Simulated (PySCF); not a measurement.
**How methods differ on the ionisation energy of Ni²⁺**

Ni²⁺ [Ar] 3d8 (3F) → Ni³⁺ [Ar] 3d7 (4F), as a difference of total energies. All numbers are calculated (PySCF 2.14, no relativity, point nucleus, in def2-TZVPPD (6s6p4d2f1g, 67 functions)). Correlated levels: valence: [Ar] frozen. The calculations carry no spin-orbit coupling.

Q: Order these methods by the ionisation energy they give, lowest first.
A. SCS-MP2 (valence)
B. CCSD(T) (valence)
C. MP2 (valence)
D. UHF

A: D (32.873 eV), B (34.878 eV), A (35.019 eV), C (35.090 eV).

A first-order spin-orbit estimate (lowest level to lowest level, LS coupling) adds -0.013 eV.

These non-relativistic numbers lack the scalar-relativistic shift.

Errors of the correlated levels include the incompleteness of this basis and the frozen core.

For comparison: 35.187 ± 0.019 eV (measured; NIST Atomic Spectra Database, ionization energies).
